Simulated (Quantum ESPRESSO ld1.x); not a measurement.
Task: The table gives one normalised radial function P(r) = r R(r) of Er66+ in [He] (r in bohr). Method: scalar-relativistic Kohn-Sham, revPBE, spin-unpolarised, spherical densities, point nucleus; computed with ld1.x of Quantum ESPRESSO 7.5.

r	P
0.001669	2.2660
0.001943	2.5379
0.002262	2.8337
0.002612	3.1355
0.003041	3.4750
0.00354	3.8329
0.004089	4.1845
0.00476	4.5620
0.005541	4.9367
0.0064	5.2776
0.00745	5.6079
0.008604	5.8765
0.01002	6.0934
0.01166	6.2202
0.01347	6.2374
0.01568	6.1284
0.01825	5.8759
0.02108	5.5004
0.02454	4.9681
0.02857	4.3190
0.03299	3.6310
0.03841	2.8755
0.04436	2.1821
0.05164	1.5246
0.06011	0.9830
0.06943	0.5951
0.08082	0.3153

Which n and l does it have? It may be an empty orbital.

Result: n = 1, l = 0: the number of nodes gives n - l - 1 = 0, the rise at small r (about r^(l+1), flatter next to the nucleus through relativity) gives l, and the extent must fit the shell. The curve is that of 1s. 1s: eigenvalue -65610 eV, 0 radial nodes, <r> = 0.0203 bohr, 90 % of the charge inside 0.0367 bohr.
